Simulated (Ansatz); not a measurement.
Correlation energies of CH$_{7}$BN$_{2}$OSi, SMILES `NC1OB1N[SiH3]` by basis set

Z-matrix (Å, degrees):
```
C
O 1 1.594
B 1 1.512 2 50.8
N 1 1.381 2 118.3 3 115.0
H 1 1.086 2 106.9 3 -115.9
N 3 1.401 1 152.9 2 176.2
H 4 1.010 1 115.4 2 75.3
H 4 1.007 1 115.6 2 -57.6
Si 6 1.736 3 125.9 1 4.9
H 6 1.011 3 115.6 1 -176.2
H 9 1.487 6 110.5 3 -124.6
H 9 1.487 6 111.3 3 115.8
H 9 1.481 6 107.1 3 -4.5
```

Charge 0, multiplicity 1. Geometry: relaxed with PBE0-D4/def2-TZVP. It is one conformer, not always the lowest. Frozen core, restricted reference, the Gaussian-basis code of Ansatz. CBS rows extrapolate triple and quadruple zeta; past MP2 they add the triple-zeta difference.

```
     basis     HF (Eh)  MP2 corr.  CCSD corr.       (T)  CCSD(T) total
  def2-SVP           ?          ?    -0.88655  -0.02761              ?
def2-TZVPP  -539.49792   -1.03980    -1.07795  -0.04536     -540.62123
def2-QZVPP           ?          ?           –         –              –
 CBS(def2)  -539.52184   -1.16984    -1.20799     as TZ     -540.77519
```

(1) Fill in the withheld values. (An estimate is asked.)

## Answers

(1) Ansatz gave: def2-SVP HF (Eh): -539.09834; def2-SVP MP2 corr.: -0.83603; def2-SVP CCSD(T) total: -540.01250; def2-QZVPP HF (Eh): -539.51895; def2-QZVPP MP2 corr.: -1.11451.
